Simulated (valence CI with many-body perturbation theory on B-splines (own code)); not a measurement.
**Al VIII: electric-dipole lines**

Calculated by valence CI with perturbative core correlation (CI+MBPT): four valence electrons over a frozen Dirac-Fock core [He], a basis of 11 s, 11 p, 9 d, 7 f, 5 g, 2 h, 1 i functions for each j, with the one-electron correlation potential Σ1 (screened to all orders), the two-electron term Σ2, the three-electron term Σ3, Breit, model QED; selected single and double excitations, second order for the rest, scaled by the run's own slope (own B-spline code, finite nucleus).

No measured spectrum was set against this ion. As an estimate, levels hold to about 100 cm⁻¹ or 0.05 % of their energy and the worst to 300 or 400 cm⁻¹, as in measured light ions of charge 2 to 7. Among the levels kept, up to 270 cm⁻¹ of a level comes from second order outside the variational space, and about a tenth of that is noise between levels of different J, which matters for small intervals.

Lines 201 to 250 of 264 in falling wavelength, among levels below 1610300 cm⁻¹, chosen from the strongest by gf and those to the six lowest levels. Wavelengths and rates use the calculated energies, so an error of 200 cm⁻¹ moves a line at 68.30 Å by 0.014 % and its rate by three times that or more. Electric multipoles are in the length gauge, E1 and E2 with the static RPA response of the core. Weak lines are less certain than strong ones. Lines between different terms over intervals too small for the method are left out, as are lines whose strength nearly cancels. The highest levels of a list are the least certain.

Names give the largest LS component (configuration and term), which can be under half, so a name can repeat, a term be missing and a line seem to break the LS rules; names also repeat where a configuration has a term twice.

```
λ vac (Å)          Upper        Lower   A (s⁻¹)  S (a.u.) with core polarisation  S without
    68.30  2s²2p3d ³F°_2  2s²2p² ³P_2  2.73e+09                         2.15e-03   2.15e-03
    68.18  2s²2p3d ³F°_3  2s²2p² ³P_2  7.43e+09                         8.13e-03   8.15e-03
    68.17  2s²2p3d ³F°_2  2s²2p² ³P_1  2.48e+08                         1.94e-04   1.95e-04
    68.17  2s2p²3p ³D°_1  2s²2p² ¹S_0  6.03e+07                         2.83e-05   2.82e-05
    68.14  2s²2p3d ¹D°_2  2s²2p² ³P_2  7.36e+08                         5.75e-04   5.77e-04
    68.02  2s²2p3d ¹D°_2  2s²2p² ³P_1  8.81e+09                         6.84e-03   6.86e-03
    67.74   2s2p²3d ⁵F_1  2s2p³ ⁵S°_2  5.71e+06                         2.63e-06   2.63e-06
    67.57  2s²2p3d ³D°_1  2s²2p² ³P_2  2.49e+09                         1.14e-03   1.14e-03
    67.54  2s²2p3d ³D°_2  2s²2p² ³P_2  4.51e+10                         3.43e-02   3.43e-02
    67.52  2s2p²3p ³P°_1  2s²2p² ¹S_0  2.65e+07                         1.21e-05   1.21e-05
    67.47  2s²2p3d ³D°_3  2s²2p² ³P_2  7.05e+11                         7.48e-01   7.50e-01
    67.44  2s²2p3d ³D°_1  2s²2p² ³P_1  2.15e+11                         9.76e-02   9.78e-02
    67.42  2s²2p3d ³D°_2  2s²2p² ³P_1  6.23e+11                         4.71e-01   4.72e-01
    67.38  2s2p²3p ³S°_1  2s²2p² ¹D_2  8.42e+07                         3.81e-05   3.80e-05
    67.36  2s²2p3d ³D°_1  2s²2p² ³P_0  4.80e+11                         2.17e-01   2.18e-01
    67.29  2s²2p3d ³P°_2  2s²2p² ³P_2  4.28e+11                         3.22e-01   3.23e-01
    67.25  2s²2p3d ³P°_1  2s²2p² ³P_2  1.83e+11                         8.24e-02   8.26e-02
    67.17  2s²2p3d ³P°_2  2s²2p² ³P_1  1.91e+09                         1.43e-03   1.44e-03
    67.13  2s²2p3d ³P°_1  2s²2p² ³P_1  1.83e+11                         8.21e-02   8.22e-02
    67.10  2s²2p3d ³P°_0  2s²2p² ³P_1  4.01e+11                         5.98e-02   6.00e-02
    67.09  2s2p²3p ⁵D°_1  2s²2p² ¹D_2  2.12e+05                         9.49e-08   9.45e-08
    67.05  2s²2p3d ³P°_1  2s²2p² ³P_0  4.86e+10                         2.17e-02   2.17e-02
    66.71  2s2p²3p ⁵P°_1  2s²2p² ¹D_2  3.06e+05                         1.35e-07   1.34e-07
    66.61  2s2p²3p ⁵P°_3  2s²2p² ¹D_2  6.27e+05                         6.40e-07   6.38e-07
    66.46  2s²2p3d ¹F°_3  2s²2p² ³P_2  1.45e+06                         1.47e-06   1.49e-06
    66.42  2s²2p3d ¹P°_1  2s²2p² ³P_2  6.44e+07                         2.79e-05   2.80e-05
    66.30  2s²2p3d ¹P°_1  2s²2p² ³P_1  6.22e+08                         2.68e-04   2.69e-04
    66.22  2s²2p3d ¹P°_1  2s²2p² ³P_0  1.40e+09                         6.02e-04   6.04e-04
    65.94  2s2p²3p ³D°_1  2s²2p² ¹D_2  6.05e+05                         2.57e-07   2.55e-07
    65.88  2s2p²3p ³D°_2  2s²2p² ¹D_2  1.88e+07                         1.33e-05   1.33e-05
    65.80  2s2p²3p ³D°_3  2s²2p² ¹D_2  1.52e+08                         1.49e-04   1.49e-04
    65.62  2s2p²3p ⁵S°_2  2s²2p² ¹D_2  2.04e+05                         1.42e-07   1.42e-07
    65.51  2s2p²3p ³S°_1  2s²2p² ³P_2  8.69e+10                         3.62e-02   3.61e-02
    65.39  2s2p²3p ³S°_1  2s²2p² ³P_1  5.86e+10                         2.42e-02   2.42e-02
    65.33  2s2p²3p ³P°_1  2s²2p² ¹D_2  6.46e+07                         2.67e-05   2.66e-05
    65.32  2s2p²3p ³S°_1  2s²2p² ³P_0  2.10e+10                         8.65e-03   8.62e-03
    65.30  2s2p²3p ³P°_2  2s²2p² ¹D_2  6.98e+07                         4.80e-05   4.78e-05
    65.24  2s2p²3p ⁵D°_1  2s²2p² ³P_2  1.50e+08                         6.17e-05   6.14e-05
    65.20  2s2p²3p ⁵D°_2  2s²2p² ³P_2  1.30e+07                         8.87e-06   8.82e-06
    65.14  2s2p²3p ⁵D°_0  2s²2p² ³P_1  6.68e+07                         9.11e-06   9.06e-06
    65.14  2s2p²3p ⁵D°_3  2s²2p² ³P_2  3.25e+04                         3.10e-08   3.01e-08
    65.12  2s2p²3p ⁵D°_1  2s²2p² ³P_1  1.14e+07                         4.67e-06   4.67e-06
    65.08  2s2p²3p ⁵D°_2  2s²2p² ³P_1  6.38e+06                         4.34e-06   4.31e-06
    65.05  2s2p²3p ⁵D°_1  2s²2p² ³P_0  1.78e+05                         7.27e-08   7.04e-08
    64.87  2s2p²3p ⁵P°_1  2s²2p² ³P_2  4.52e+08                         1.82e-04   1.82e-04
    64.84  2s2p²3p ⁵P°_2  2s²2p² ³P_2  3.38e+06                         2.27e-06   2.24e-06
    64.78  2s2p²3p ⁵P°_3  2s²2p² ³P_2  4.88e+08                         4.58e-04   4.56e-04
    64.76  2s2p²3p ⁵P°_1  2s²2p² ³P_1  3.10e+08                         1.25e-04   1.24e-04
    64.72  2s2p²3p ⁵P°_2  2s²2p² ³P_1  1.62e+08                         1.09e-04   1.08e-04
    64.68  2s2p²3p ⁵P°_1  2s²2p² ³P_0  2.67e+08                         1.07e-04   1.07e-04
```
